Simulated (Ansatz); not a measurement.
Frontier orbitals of CH₆AlNS (`[CH3][Al]([NH2])[SH]`).

Total charge 0; spin multiplicity 1. Geometry: relaxed with PBE0-D4/def2-TZVP. It is one conformer, not always the lowest. Basis def2-TZVPP, Ansatz 0.2.0.

A caution on the coupled-cluster cation, which keeps the state that its UHF reference found: large T1 diagnostic of the cation.

| functional | HOMO (eV) | LUMO (eV) | gap (eV) |
| --- | --- | --- | --- |
| PBE | -5.87 | -0.70 | 5.17 |
| B97M-V | -6.21 | -0.54 | 5.67 |
| PBE0 | -7.17 | 0.08 | 7.25 |
| r2SCANh | -6.65 | 0.06 | 6.71 |
| r2SCAN0 | -7.37 | 0.40 | 7.77 |
| HSE06 (plane-wave form) | -6.77 | -0.29 | 6.48 |
| BHLYP | -8.29 | 0.71 | 9.00 |
| ωB97M-V | -9.40 | 1.50 | 10.90 |

(1) What is the vertical ionisation energy at frozen-core CCSD(T)/CBS(def2)? (Estimate.)

Results:

(1) Ansatz gave: 9.81 eV (T1 of the cation 0.066).

A quarter of exact exchange (PBE0) shifts PBE's HOMO by −1.30 eV and its LUMO by +0.78 eV; full exchange at long range (ωB97M-V) shifts them by −3.53 and +2.20 eV. The gap opens from 5.17 to 10.90 eV, since occupied levels lose self-interaction and empty ones feel all the electrons. A positive LUMO is unbound and depends on the basis. −ε(HOMO) differs from that ionisation energy by −3.94 eV with PBE and −0.41 eV with ωB97M-V.
